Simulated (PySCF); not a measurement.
## TiF₂ + 2 HF → TiH₂ + 2 F₂

Level: PBE0 in the def2-TZVP basis family, all electrons, no relativity, computed in PySCF with density fitting; open shells unrestricted.

| species | state and structure | E (Eh) | ZPE (kJ/mol) | H(298 K) − H(0) (kJ/mol) | S° (J/(mol K)) |
| --- | --- | --- | --- | --- | --- |
| TiF₂ | triplet, C2v, Ti–F 1.792 Å (×2); F–Ti–F 139.4° | -1048.94908 | 9.0 | 12.4 | 279.9 |
| HF | singlet, C∞v, H–F 0.920 Å | -100.39188 | 24.9 | 8.7 | 173.6 |
| TiH₂ | triplet, C2v, Ti–H 1.757 Å (×2); H–Ti–H 122.2° | -850.34086 | 22.5 | 10.4 | 227.1 |
| F₂ | singlet, D∞h, F–F 1.376 Å | -199.40856 | 6.6 | 8.7 | 201.9 |

(1) What is the electronic reaction energy?

(2) Add zero-point, thermal and entropy terms for 298.15 K and 1 bar.

Results:

(1) At PBE0/def2-TZVP, ΔE = 1509.3 kJ/mol from the differences of the total energies times 2625.5, uphill. 

(2) ΔZPE = -23.1 and Δ[H(298) − H(0)] = -2.0 kJ/mol give ΔH° = 1484.2 kJ/mol. ΔS° = 3.8 J/(mol K), so ΔG° = 1484.2 − 298.15 × (0.0038) = 1483 kJ/mol.

Open d or f shells are single determinants, so the state found may not be the ground state. Each species is the lowest minimum found with this bonding; other isomers or fragments can lie lower.
